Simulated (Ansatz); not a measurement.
Geometry optimisation, RKS PBE/def2-SVP in Ansatz.

input.yaml

```yaml
crystal:
  periodic: [false, false, false]
  atoms:
    - { symbol: Sn, position_ang: [0.0, 0.0, 0.0] }
    - { symbol: Cl, position_ang: [1.5152, 0.0, 2.1251] }
    - { symbol: H, position_ang: [1.9164, 0.0, 0.3021] }
    - { symbol: O, position_ang: [-0.9232, 1.5994, -0.6527] }
    - { symbol: H, position_ang: [-1.881, 1.3686, -0.8751] }
    - { symbol: Cl, position_ang: [-1.1351, -1.9666, -0.8025] }
basis:
  gaussian: { orbitals: def2-SVP }
hamiltonian:
  xc: pbe
relax:
  f_tol: 0.15
  max_steps: 25
  restrain:
    - { distance: [1, 2], at: 2.57, k: 30.0 }
    - { distance: [0, 1], at: 2.41, k: 30.0 }
    - { distance: [0, 2], at: 1.74, k: 30.0 }
```

Run as:

```bash
$ ansatz run input.yaml --threads 2 --pin off --max-ram 3072MiB --backend cpu --events-out ev --progress --plain --runs-dir out
```

**Question.** Where does it end, and by what steps?

**Answer.** The run converged. The restraints hold the end off the free minimum. After 5 steps the energy has fallen by 1.563 eV (the restraints' own energy left out); Cl2 moved furthest, 0.55 Å.

| step | energy less start (eV) | largest force component (eV/Å) | accepted |
| --- | --- | --- | --- |
| 0 | 0.0000 | 2.408 | yes |
| 1 | -0.5324 | 1.253 | yes |
| 2 | -1.0636 | 1.104 | yes |
| 3 | -1.5008 | 1.044 | yes |
| 4 | -1.5632 | 1.093 | yes |
| 5 | -1.5632 | 1.109 | yes |

```xyz
6
Properties=species:S:1:pos:R:3
Sn 0.230 -0.012 -0.044
Cl 0.979 0.003 2.225
H 1.941 0.026 -0.204
O -0.842 1.583 -0.561
H -1.771 1.315 -0.704
Cl -1.045 -1.915 -0.615
```

Time of the run: 11 s on 2 threads of Arm Neoverse V1 (shared host), peak memory 0.13 GiB.
